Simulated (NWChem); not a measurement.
Species: NH2SeBr; SMILES N[Se]Br

```xyz
5

Se     0.3962     0.9609     0.0000
Br    -0.0454    -1.3801     0.0000
N     -1.1968     1.7560     0.0000
H     -1.7514     1.6697     0.8472
H     -1.7514     1.6697    -0.8472
```
Atoms are numbered in this order, from 1.

All runs: NWChem. Coordinates come from a PBE0/def2-SVP optimisation. Ions are spin-unrestricted doublets at the neutral geometry; other ion states weren't tried.

Task: What does the run give for PBE/def2-SVP? Quantities: vertical ionisation energy, ΔSCF (eV); −ε(HOMO) (eV).

Result: 
```yaml
vertical ionisation energy, ΔSCF (eV): 8.55
"−ε(HOMO) (eV)": 5.24
```
